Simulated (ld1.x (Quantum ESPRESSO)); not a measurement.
## Configuration tests for selenium (Se) (TM)

* Element: Se (Z = 34)
* Generator: ld1.x (Quantum ESPRESSO) 7.5
* Type: norm-conserving Troullier–Martins (Kleinman–Bylander form)
* Functional: LDA (PZ)
* Relativity: scalar-relativistic
* Frozen core: [Ne]
* Valence charge: 24
* Reference configuration: 3s2 3p6 3d10 4s2 4p4
* Partial waves: 3s (bound): rc 0.60 bohr; 3p (bound): rc 0.50 bohr; 3d (bound): rc 1.15 bohr; 4f channel at 0.2 Ry: rc 1.25 bohr
* Local potential: the f channel
* Core correction: none

Occupied shells without a wave of their own: 4p, 4s. They enter only through the test configuration that unscreens the potential.

Energies are relative to the spin-unpolarised reference configuration 3s2 3p6 3d10 4s2 4p4; without spin polarisation the order of configurations can differ from experiment. Spin-polarised rows fill each open shell by Hund’s rule, majority spin first. The frozen-core shift is the all-electron ΔE with the core orbitals held at their reference shape minus the fully relaxed ΔE.

```csv
valence configuration,charge,ΔE all-electron (eV),error AE − PS (meV),frozen-core shift (meV)
3s2 3p6 3d10 4s2 4p3,+1,11.009,-381,+0.7
3s2 3p6 3d10 4s2 4p2,+2,31.567,-950,+2.3
3s2 3p6 3d10 4s2 4p1,+3,62.723,-1722,+4.8
3s2 3p6 3d10 4s1 4p4,+1,22.594,-746,+1.0
3s2 3p5 3d10 4s2 4p4,+1,164.083,-175,+39
3s2 3p6 3d10 4s0 4p6,0,22.094,-706,+0.4
3s2 3p6 3d10 4s2 4p4.3,-0.3,-1.637,+79,-0.1
3s2 3p6 3d10 4s2 4p4 (spin-polarised),0,-0.593,+8.3,0.0
```

What are ΔE and the potential's error for 3s2 3p6 3d10 4s2 4p3 (spin-polarised)?

ΔE = 9.371 eV all-electron; the error (AE − PS) is -362 meV.

Levels in the configuration 3s2 3p6 3d10 4s2 4p4 (spin-polarised):

```json
{"level": "3s up", "all-electron (eV)": "-212.619", "pseudo (eV)": "-212.649"}
{"level": "3p up", "all-electron (eV)": "-152.666", "pseudo (eV)": "-152.692"}
{"level": "3d up", "all-electron (eV)": "-53.380", "pseudo (eV)": "-53.396"}
{"level": "4s up", "all-electron (eV)": "-18.003", "pseudo (eV)": "-18.650"}
{"level": "4p up", "all-electron (eV)": "-7.147", "pseudo (eV)": "-7.445"}
{"level": "3s down", "all-electron (eV)": "-212.481", "pseudo (eV)": "-212.471"}
{"level": "3p down", "all-electron (eV)": "-152.509", "pseudo (eV)": "-152.494"}
{"level": "3d down", "all-electron (eV)": "-53.162", "pseudo (eV)": "-53.149"}
{"level": "4s down", "all-electron (eV)": "-16.715", "pseudo (eV)": "-17.349"}
{"level": "4p down", "all-electron (eV)": "-5.951", "pseudo (eV)": "-6.232"}
```

The 4p, 4s levels have no wave, so the channel is fitted at the deeper level alone: the likely source of the large errors. A variational frozen-core shift is positive and of second order in the change. This column holds negative values, so the frozen-core run of ld1.x carries numerical noise or an error of first order here, and the column gives no more than the rough size of the effect.

The potential misses its own reference levels by up to 0.6 eV.
